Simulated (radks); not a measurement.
Problem. N II, 6 electrons, occupied as [He] 2s2 2p2 (the NIST ground configuration). Calculated with a radial shooting solver on a logarithmic mesh with Libxc functionals: Dirac Kohn-Sham, PBEsol, spin-unpolarised, spherical densities, finite nucleus; open shells fill j = l - 1/2 first; Fermi nuclear charge, rms radius 2.5582 fm. Some entries of the table are withheld. Estimate them.

| orbital | occ. | eigenvalue (hartree) | r(max) (bohr) | <1/r> (bohr^-1) |
|---|---|---|---|---|
| 1s1/2 | 2 | (1) | (2) | (3) |
| 2s1/2 | 2 | (4) | (5) | 1.161 |
| 2p1/2 | 2 | -0.75728 | 0.9184 | (6) |
| 2p3/2 | 0 | -0.75640 | 0.9193 | (7) |

Solution. 
(1) 1s1/2 eigenvalue (hartree): -14.69908
(2) 1s1/2 r(max) (bohr): 0.1486
(3) 1s1/2 <1/r> (bohr^-1): 6.627
(4) 2s1/2 eigenvalue (hartree): -1.18693
(5) 2s1/2 r(max) (bohr): 0.9906
(6) 2p1/2 <1/r> (bohr^-1): 1.044
(7) 2p3/2 <1/r> (bohr^-1): 1.042
